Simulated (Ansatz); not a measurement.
Species: BCl$_{2}$F, SMILES `FB(Cl)Cl` (charge 0, multiplicity 1).

**Question.** Give a relaxed geometry from PBE0-D3(BJ)/def2-TZVP (Ansatz, a first-principles code).

**Answer.** the end point of this relaxation (outside a Z-matrix the atoms follow the SMILES, hydrogens last).
Cartesian coordinates (Å) in one orientation:
```xyz
4

F     -0.111     1.403    -0.003
B     -0.008     0.097     0.000
Cl     1.572    -0.630     0.001
Cl    -1.453    -0.870     0.002
```
